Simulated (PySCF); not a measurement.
Relaxation of singlet ClGeN

Method: PBE0/[Ge def2-TZVP, N def2-TZVP, Cl def2-TZVP], no relativity, density fitting, PySCF. A (50,194) grid was used.

A hand-made bent start, of Cs symmetry, held to at least that symmetry:

Coordinates in bohr (charge 0 multiplicity 1):
```
Ge   -0.6674    0.0000   -0.8897
N    -3.3144    0.0000    0.9637
Cl    2.7381    0.0000    1.4949
```

Optimiser trace:
| step | E − E(last) (kJ/mol) | largest gradient (Eh/bohr) |
| --- | --- | --- |
| 0 | 62.33 | 0.02297 |
| 1 | 47.90 | 0.02315 |
| 2 | 27.29 | 0.05655 |
| 3 | 14.76 | 0.02908 |
| 4 | 4.11 | 0.01385 |
| 5 | 1.62 | 0.01364 |
| 6 | 1.01 | 0.01694 |
| 7 | 0.11 | 0.00087 |
| 8 | 0.02 | 0.00070 |
| 9 | 0.00 | 0.00052 |
| 10 | 0.00 | 0.00007 |

It ends at C∞v with Ge–Cl 2.103 Å, Ge–N 1.637 Å; Cl–Ge–N 180.0°. The frequency run here used a shortcut that can spoil soft modes, so no verdict on minimum or saddle point is given.

Final geometry:
Coordinates in bohr (charge 0 multiplicity 1):
```
Ge   -0.7741    0.0000   -0.0815
N    -3.8504    0.0000   -0.4053
Cl    3.1783    0.0000    0.3345
```

The relaxation took of the order of 60 core-seconds on a shared host.
